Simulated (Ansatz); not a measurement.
A structure relaxed at PBE0-D4/def2-TZVP, charge 0, multiplicity 1:

Cartesian coordinates in Å:
```
Al -0.765 1.193 -1.468
N 0.084 0.206 -0.295
C 0.634 -0.499 0.554
Se -0.326 -1.404 1.965
H -0.946 2.724 -1.131
H -1.267 0.482 -2.786
H 1.713 -0.691 0.605
H 0.874 -2.011 2.556
```

(1) Give its formula and SMILES.

(2) Point group (tolerance 0.08 Å, 0.16 Å for H)?

(3) Summarise the bond lengths by kind.

Results:

(1) CH4AlNSe, `[AlH2]/[N]=C\[SeH]`.

(2) Cs.

(3) 1 × Al–N 1.752 Å; 2 × Al–H 1.579 Å; 1 × C–N 1.233 Å; 1 × C–Se 1.932 Å; 1 × C–H 1.097 Å; 1 × H–Se 1.469 Å.

All numbers were calculated with Ansatz.
